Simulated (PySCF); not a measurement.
Electronic structure of F (fluorine, neutral) at the UHF level

Configuration: [He] 2s2 2p4 3s1, high-spin 4P determinant (an excited configuration). All numbers are calculated (PySCF 2.14, no relativity, point nucleus, in aug-cc-pVQZ with one added diffuse shell each of s, p, d, f, g type (7s6p5d4f3g, 105 functions)).

* Total energy: -99.005075 hartree
* One-electron energy: -135.3836 hartree
* Hartree (Coulomb) energy: 46.1616 hartree
* Exchange energy: -9.7831 hartree
* Kinetic energy: 99.00349 hartree
* ⟨S²⟩: 3.7549
* ⟨L²⟩: 2.013
* Sum of ⟨r⟩: 10.77 bohr
* Sum of ⟨r²⟩: 31.59 bohr²
* Traceless quadrupole moment −½Σ⟨3z² − r²⟩ along its main axis: -0.188 e·bohr²
* Density at the nucleus (Gaussians lack the cusp): 442 bohr⁻³
* Spin density at the nucleus: 0.496 bohr⁻³
* Langevin diamagnetic susceptibility: -25.0 ×10⁻⁶ cm³/mol

| shell | electrons | mean orbital energy (eV) | spread (eV) | rms radius, mean of both spins (bohr) |
| --- | --- | --- | --- | --- |
| 1s α | 1 | -733.09 | 0 | 0.204 |
| 1s β | 1 | -730.13 | 0 | 0.204 |
| 2s α | 1 | -58.632 | 0 | 1.06 |
| 2s β | 1 | -47.374 | 0 | 1.06 |
| 2p α | 3 | -33.877 | 3.299 | 1.10 |
| 2p β | 1 | -28.767 | 0 | 1.10 |
| 3s α | 1 | -4.529 | 0 | 4.94 |

The outer electron is Rydberg-like, and this basis confines it to a smaller radius and binds it less than a complete one would.

Spin-orbit constants ζ (cm⁻¹) from the X2C one-electron operator on these orbitals (non-relativistic here): bare nucleus, nucleus screened by l(l+1)(2l+1)/3 electrons, and screened by the Breit-Pauli mean field of the electrons.

| shell | bare | screened nucleus | mean field |
| --- | --- | --- | --- |
| 2p | 470.4 | 365.8 | 321.1 |

To first order the Landé constant is A = -107.0 cm⁻¹, so the lowest level has J = 5/2 and lies 0.0199 eV below the centre of the term. This holds in LS coupling only.
